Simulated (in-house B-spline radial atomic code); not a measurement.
Checks on a self-consistent run for Al5+, [He] 2s1 2p4 5g1. Level of theory: Dirac-Hartree-Fock, average of configuration, Fermi nucleus of rms radius 3.061 fm; calculated with a B-spline radial code for spherical atoms.

| orbital | q | ε (Eh) | <1/r> | <r²> | small-component weight |
| --- | --- | --- | --- | --- | --- |
| 1s1/2 | 2 | -64.83847 | 12.6592 | 0.0192776 | 0.00212 |
| 2s1/2 | 1 | -9.83238 | 2.5809 | 0.378264 | 0.00034972 |
| 2p1/2 | 1.3333 | -8.34110 | 2.49175 | 0.327449 | 0.00033002 |
| 2p3/2 | 2.6667 | -8.31982 | 2.48203 | 0.329127 | 0.00032895 |
| 5g7/2 | 0.44444 | -0.72005 | 0.240047 | 22.9104 | 1.9176e-05 |
| 5g9/2 | 0.55556 | -0.72004 | 0.240038 | 22.9118 | 1.9175e-05 |

Electron-electron repulsion V_ee = 49.0377 hartree.

(1) What total energy follows from the eigenvalues?

(2) Does the Dirac virial theorem hold?

(3) What diamagnetic shielding (Lamb formula) and susceptibility (Langevin formula) do the radii give?

Results:

(1) The eigenvalues count the repulsion twice, so E = Σqε - V_ee = -173.537 - 49.038 = -222.575 hartree; the run printed -222.575.

(2) For a point nucleus E = -2c²Σq·w, with w the small-component weight. Here Σq·w = 0.0059262 and c = 137.0360, so the ratio E/(-2c²Σq·w) is 1.000001.

(3) σ = (α²/3)Σq<1/r> = 38.0804/(3·137.036²) = 675.94 ppm, and χ = -0.79199×10⁻⁶·Σq<r²> = -19.52×10⁻⁶ cm³/mol with Σq<r²> = 24.642 bohr². Both are non-relativistic formulas without the paramagnetism of open shells.
